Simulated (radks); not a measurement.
Values are calculated unless marked as measured or tabulated.
Spherical jellium clusters: N electrons in a uniform positive sphere of charge N and radius rs N^(1/3), rs = 3.14 bohr. Level of theory: non-relativistic Kohn-Sham, LDA (Slater exchange, Perdew-Wang correlation), spin-polarised, spherical densities (a radial shooting solver with Libxc functionals). Levels are named by radial order and angular momentum (1s, 1p, 1d, 2s, ...), and open shells are averaged over m.

N = 8, configuration 1s2 1p6. This is the lowest configuration that the search found. Occupied and some empty levels:

| level | occupation | eigenvalue (eV) | <r> (bohr) |
|---|---|---|---|
| 1s | 2 | -5.8236 | 4.237 |
| 1p | 6 | -3.8662 | 5.316 |
| 1d | 0 | -1.6921 | 6.506 |
| 2s | 0 | -1.3781 | 7.045 |

Energy (eV): total -13.4244, kinetic 19.533, external -320.55, Hartree 155.15, exchange-correlation -33.942, background 166.39. Static polarisability (adiabatic kernel): 393.4 bohr^3, against R^3 = 247.7 for a classical metal sphere.
